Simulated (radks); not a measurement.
The mean radii <r> (bohr) of the occupied orbitals of an atom or ion are listed with their occupations. Calculated with a radial shooting solver on a logarithmic mesh with Libxc functionals: scalar-relativistic Kohn-Sham, Wu-Cohen GGA, spin-polarised, spherical densities, finite nucleus; Fermi nuclear charge, rms radius of each element as measured or else 0.836 A^(1/3) + 0.57 fm.

orbital  occ.      <r>
1s up       1  0.04861
1s down     1  0.04861
2s up       1   0.2178
2s down     1   0.2177
2p up       3   0.1905
2p down     3   0.1905
3s up       1   0.6411
3s down     1   0.6427
3p up       3   0.6606
3p down     1   0.6628
3d up       5   0.7141
3d down     5   0.7172
4s up       1    1.774
5s up       1    3.976
5s down     1    4.019

Name the element and its charge. Open shells, if any, are filled with parallel spins first.

Answer. Z = 31, gallium, charge +2: Ga2+ in [Ne] 3s2 3p4 3d10 4s1 5s2. The 1s radius gives Z: for a bare nucleus <r> = (2 gamma + 1)/(2Z) with gamma = sqrt(1 - (Z/c)^2), 0.04755 bohr for Z = 31, and screening makes it slightly larger (0.04861 here). The occupations add up to 29, and the charge is Z minus that.
